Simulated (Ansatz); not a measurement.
These are CAM-B3LYP-D3(BJ)/def2-TZVP (Ansatz, an electronic-structure program) values and carry that method's errors. No frequencies were computed at this level.

Ansatz 0.2 input:
```yaml
crystal:
  periodic: [false, false, false]
  atoms:
    - { symbol: B, position_ang: [1.748634, -0.087729, 0.31226] }
    - { symbol: C, position_ang: [0.431671, 0.356136, 0.237292] }
    - { symbol: C, position_ang: [-0.675967, -0.422672, -0.313685] }
    - { symbol: N, position_ang: [-1.887029, -0.087761, -0.414178] }
    - { symbol: H, position_ang: [2.809, -0.521822, 0.340601] }
    - { symbol: H, position_ang: [0.114829, 1.3336, 0.585975] }
    - { symbol: H, position_ang: [-0.428005, -1.412722, -0.682705] }
    - { symbol: H, position_ang: [-2.113133, 0.842968, -0.065561] }
basis:
  gaussian: { orbitals: def2-tzvp }
hamiltonian:
  xc: cam_b3lyp
  dispersion: d3bj
relax:
  max_steps: 150
```

Output:

```
Functional definition: CAM-B3LYP
860 factors; their error is unknown
292 factors; integrals over basis functions are off by at most 4.0e-6 eV
mean field evaluation 1: about -4293.7567 eV, gradient 6.0e1 eV
mean field evaluation 2: about -4269.5359 eV, gradient 1.1e2 eV
mean field evaluation 4: about -4301.8316 eV, gradient 8.8e0 eV
mean field evaluation 8: about -4302.0268 eV, gradient 1.7e-1 eV
mean field evaluation 16: about -4302.0193 eV, gradient 4.2e-4 eV
mean field -4302.01926084 eV, -158.0962918226 hartree, gradient 2.6e-5 eV, S^2 0.000000; 0 other end points of the search recorded, 0 dependent functions left out
reference -4302.01937783 eV, -158.0962961219 hartree; 14, 14 occupied and 134, 134 virtual orbitals, 860 factors
relax step   1: F+E_penalty+E_count = -4302.12468742 eV  Δ(F+E_penalty+E_count) = +0.000e0 eV  max|allowed force component| = 1.314e0 eV/Å  Δτ_max = 0.0000 Å  (32 SCF iters, accepted)
these checks for a lower state are left out or cut short: starts, cluster_reference, orbital_swaps, neighbouring_geometries, increment
860 factors; their error is unknown
292 factors; integrals over basis functions are off by at most 3.8e-6 eV
mean field -4302.05095888 eV, -158.0974567038 hartree, gradient 1.6e-5 eV, S^2 0.000000; 0 other end points of the search recorded, 0 dependent functions left out
reference -4302.05107553 eV, -158.0974609907 hartree; 14, 14 occupied and 134, 134 virtual orbitals, 860 factors
relax step   2: F+E_penalty+E_count = -4302.15649694 eV  Δ(F+E_penalty+E_count) = -3.181e-2 eV  max|allowed force component| = 3.275e-1 eV/Å  Δτ_max = 0.0229 Å  (36 SCF iters, accepted)
these checks for a lower state are left out or cut short: starts, cluster_reference, orbital_swaps, neighbouring_geometries, increment
860 factors; their error is unknown
292 factors; integrals over basis functions are off by at most 3.8e-6 eV
mean field evaluation 32: about -4302.0623 eV, gradient 1.7e-5 eV
mean field -4302.06230550 eV, -158.0978736847 hartree, gradient 1.7e-5 eV, S^2 0.000000; 0 other end points of the search recorded, 0 dependent functions left out
reference -4302.06242190 eV, -158.0978779621 hartree; 14, 14 occupied and 134, 134 virtual orbitals, 860 factors
relax step   3: F+E_penalty+E_count = -4302.16787834 eV  Δ(F+E_penalty+E_count) = -1.138e-2 eV  max|allowed force component| = 1.498e-1 eV/Å  Δτ_max = 0.0304 Å  (36 SCF iters, accepted)
these checks for a lower state are left out or cut short: starts, cluster_reference, orbital_swaps, neighbouring_geometries, increment
860 factors; their error is unknown
292 factors; integrals over basis functions are off by at most 4.1e-6 eV
mean field -4302.06394780 eV, -158.0979340380 hartree, gradient 1.6e-5 eV, S^2 0.000000; 0 other end points of the search recorded, 0 dependent functions left out
reference -4302.06406452 eV, -158.0979383273 hartree; 14, 14 occupied and 134, 134 virtual orbitals, 860 factors
relax step   4: F+E_penalty+E_count = -4302.16937350 eV  Δ(F+E_penalty+E_count) = -1.495e-3 eV  max|allowed force component| = 2.945e-1 eV/Å  Δτ_max = 0.0490 Å  (35 SCF iters, accepted)
these checks for a lower state are left out or cut short: starts, cluster_reference, orbital_swaps, neighbouring_geometries, increment
860 factors; their error is unknown
292 factors; integrals over basis functions are off by at most 4.1e-6 eV
mean field -4302.06640654 eV, -158.0980243948 hartree, gradient 1.8e-5 eV, S^2 0.000000; 0 other end points of the search recorded, 0 dependent functions left out
reference -4302.06652342 eV, -158.0980286904 hartree; 14, 14 occupied and 134, 134 virtual orbitals, 860 factors
relax step   5: F+E_penalty+E_count = -4302.17174421 eV  Δ(F+E_penalty+E_count) = -2.371e-3 eV  max|allowed force component| = 5.927e-2 eV/Å  Δτ_max = 0.0167 Å  (37 SCF iters, accepted)
these checks for a lower state are left out or cut short: starts, cluster_reference, orbital_swaps, neighbouring_geometries, increment
860 factors; their error is unknown
292 factors; integrals over basis functions are off by at most 4.2e-6 eV
mean field -4302.06695998 eV, -158.0980447336 hartree, gradient 1.6e-5 eV, S^2 0.000000; 0 other end points of the search recorded, 0 dependent functions left out
reference -4302.06707702 eV, -158.0980490349 hartree; 14, 14 occupied and 134, 134 virtual orbitals, 860 factors
relax step   6: F+E_penalty+E_count = -4302.17223991 eV  Δ(F+E_penalty+E_count) = -4.957e-4 eV  max|allowed force component| = 3.737e-2 eV/Å  Δτ_max = 0.0180 Å  (37 SCF iters, accepted)
these checks for a lower state are left out or cut short: starts, cluster_reference, orbital_swaps, neighbouring_geometries, increment
860 factors; their error is unknown
292 factors; integrals over basis functions are off by at most 4.2e-6 eV
mean field -4302.06699665 eV, -158.0980460810 hartree, gradient 1.4e-5 eV, S^2 0.000000; 0 other end points of the search recorded, 0 dependent functions left out
reference -4302.06711372 eV, -158.0980503836 hartree; 14, 14 occupied and 134, 134 virtual orbitals, 860 factors
relax step   7: F+E_penalty+E_count = -4302.17226470 eV  Δ(F+E_penalty+E_count) = -2.479e-5 eV  max|allowed force component| = 3.609e-3 eV/Å  Δτ_max = 0.0031 Å  (38 SCF iters, accepted)
860 factors; their error is unknown
292 factors; integrals over basis functions are off by at most 4.2e-6 eV
mean field evaluation 64: about -4302.0667 eV, gradient 4.2e-1 eV
mean field -4302.06699665 eV, -158.0980460810 hartree, gradient 1.4e-5 eV, S^2 0.000000; 1 other end points of the search recorded, 0 dependent functions left out
reference -4302.06711372 eV, -158.0980503836 hartree; 14, 14 occupied and 134, 134 virtual orbitals, 860 factors
Total energy: -4302.17238178 eV, -158.1019189132 hartree
Atom 0 at     1.727269    -0.094738     0.304854 Å, force     0.002509    -0.000358     0.000524 eV/Å
Atom 1 at     0.411328     0.305163     0.211366 Å, force    -0.001605     0.002330     0.000553 eV/Å
Atom 2 at    -0.715654    -0.448178    -0.332111 Å, force     0.001074    -0.003609    -0.001826 eV/Å
Atom 3 at    -1.923312    -0.075273    -0.416214 Å, force    -0.001891    -0.000737    -0.000334 eV/Å
Atom 4 at     2.849806    -0.410233     0.395406 Å, force    -0.000012     0.000269     0.000162 eV/Å
Atom 5 at     0.186812     1.303371     0.588446 Å, force     0.001608    -0.001050    -0.000164 eV/Å
Atom 6 at    -0.489445    -1.446311    -0.708411 Å, force    -0.000099     0.000865     0.000414 eV/Å
Atom 7 at    -2.046805     0.866197    -0.043337 Å, force    -0.001584     0.002290     0.000673 eV/Å
Dipole moment:     0.726626     0.155842     0.210963 e Å
```

Cost: about 29 core-seconds (a rough figure).
